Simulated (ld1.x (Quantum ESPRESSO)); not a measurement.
Pseudopotential generation for boron (B): TM, PW91, scalar-relativistic.

* Element: B
* Generator: ld1.x (Quantum ESPRESSO) 7.5
* Type: norm-conserving Troullier–Martins (Kleinman–Bylander form)
* Functional: PW91
* Relativity: scalar-relativistic
* Frozen core: [He]
* Valence charge: 3
* Reference configuration: 2s2 2p0 (charge +1)
* Partial waves: 2p (bound, empty): rc 3.50 bohr; 3d channel at 0.5 Ry: rc 3.40 bohr; 2s (bound): rc 1.10 bohr
* Local potential: the s channel
* Core correction: Bessel-smoothed model core inside 0.80 bohr

What the tests gave:

| Item | Value |
| --- | --- |
| Cutoffs needed | 25 Ry and 70 Ry (the cutoffs (Ry, on a coarse ladder) from which the occupation-weighted sum of valence levels, in a spherical-Bessel basis at the reference potential, stays within 10 and 1 mRy of its value at 400 Ry) |
| Ghost test | no extra level below or beside the all-electron valence levels (p, d, s, f tested) (spherical-Bessel basis up to 400 Ry, 20 bohr box) |
| Largest excitation error | +275 meV (all-electron minus pseudo) for 2s0 2p3, out of 7 test configurations |

Generation and tests took about 0.96 s on one core of a shared server CPU.
